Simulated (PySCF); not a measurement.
CF2, SMILES F[C]F (connectivity only; charge and spin as stated), charge +1, multiplicity 2. Atoms are numbered in the order given.

```xyz
3

F      0.0000    -1.0748     0.1409
C      0.0000     0.0000    -0.4228
F      0.0000     1.0748     0.1409
```
Charge +1, spin multiplicity 2.

The structure is a stationary point at PBE0-D3(BJ)/def2-TZVP. The isomer is the one that the SMILES or the coordinates give; other isomers of the formula were not compared.

These are ωB97X/def2-TZVPD (PySCF) values and carry that method's errors.

Mulliken values depend strongly on the basis, most of all with diffuse functions as here. Atomic charges (e):

```
atom  meta-Löwdin  Mulliken  Mulliken spin
----  -----------  --------  -------------
F1           0.05      0.08           0.10
C2           0.90      0.84           0.80
F3           0.05      0.08           0.10
```
